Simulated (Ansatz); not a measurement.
Two isomers of C2H6BFSSi: A = `FC1([SiH2]S)BC1`, B = `BC(=C)S[SiH2]F`.

Gas-phase electronic energies from Ansatz, PBE0-D4/def2-TZVP geometries. CBS: MP2 limit from def2 TZ/QZ plus the TZ coupled-cluster correction, frozen cores. Functionals use def2-TZVPP. B3LYP here is the variant with VWN-RPA as its local correlation; programs differ in this. One conformer a species, not always the lowest.

A:

```xyz
12

F    -0.7786    1.5114    1.0090
C    -0.0492    0.6201    0.2400
Si   -1.0162   -0.9131   -0.2220
S    -1.6959   -2.0067    1.4741
B     1.4737    0.6018    0.3383
C     0.8190    1.1699   -0.9084
H    -0.1240   -1.7240   -1.0925
H    -2.2532   -0.5499   -0.9565
H    -0.4608   -2.2496    1.9452
H     2.4382    0.5534    1.0210
H     0.6789    0.7345   -1.8922
H     0.9682    2.2522   -0.9561
```

B:

Z-matrix (Å, degrees):
```
Si
S 1 2.114
F 1 1.597 2 113.8
H 1 1.479 2 104.6 3 116.7
H 1 1.480 2 110.6 3 -121.0
C 2 1.779 1 103.3 3 82.4
C 6 1.343 2 117.5 1 161.2
B 6 1.539 2 123.9 1 -24.2
H 7 1.086 6 123.2 2 -0.5
H 7 1.084 6 119.4 2 178.6
H 8 1.194 6 122.5 2 -5.4
H 8 1.195 6 117.7 2 175.9
```

(1) Which isomer does CCSD(T)/CBS put lower? Give the gap. (An estimate is asked.)

(2) Give E(B) − E(A) in kJ/mol with B3LYP, B2PLYP, CCSD(T)/def2-TZVPP, CCSD/def2-TZVPP, r2SCAN-D4, PBE-D4, B3LYP-D4. (An estimate is asked.)

Largest T1 diagnostic: 0.013.

Results:

(1) The calculation gave: B, by 253.2 kJ/mol.

(2) Computed: B3LYP -244.9, B2PLYP -252.7, CCSD(T)/def2-TZVPP -251.8, CCSD/def2-TZVPP -249.7, r2SCAN-D4 -231.5, PBE-D4 -219.7, B3LYP-D4 -248.7. None reverses the order clearly.

In def2-TZVPP, CCSD(T) changes the Hartree–Fock value by +16.4 kJ/mol (the triples alone add −2.1 kJ/mol) and MP2 by +10.2 kJ/mol. The D4 term adds −3.8 kJ/mol with B3LYP and −1.8 kJ/mol with PBE0; it sums over pairs of atoms, weighted by their polarisabilities, and B3LYP, whose exchange is more repulsive, gets the larger term.
